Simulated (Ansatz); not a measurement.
System: sum formula H2BSeO, net charge -1, singlet state. It need not be the lowest isomer of its formula. Whether it binds its extra electron was not tested at this geometry. 
Geometry from a B3LYP-D3(BJ)/def2-TZVP (Ansatz, a quantum-chemistry and plane-wave program) optimisation:
```xyz
5

B     -0.6198     0.5392    -0.8791
H     -1.3128     0.1527    -1.7895
O     -0.5164     1.9317    -0.8408
H      0.0527     2.1358    -0.0849
Se     0.2497    -0.6011     0.3822
```
Charge -1, spin multiplicity 1.

Parts of the frozen-core correlation energy in STO-3G (Ansatz, hartree). Frozen orbitals: 16; correlated occupied orbitals by spin: 9 and 9; virtual: 5 and 5. Spin-orbit coupling is left out. Non-relativistic.

```tsv
term	value
reference (HF)	-2472.88473
MP2 opposite-spin	-0.07800
MP2 same-spin	-0.01756
CCSD correlation	-0.11719
(T)	-0.00445
FCI minus CCSD(T)	-0.00056
T1 diagnostic	0.020
largest doubles amplitude	0.070
```
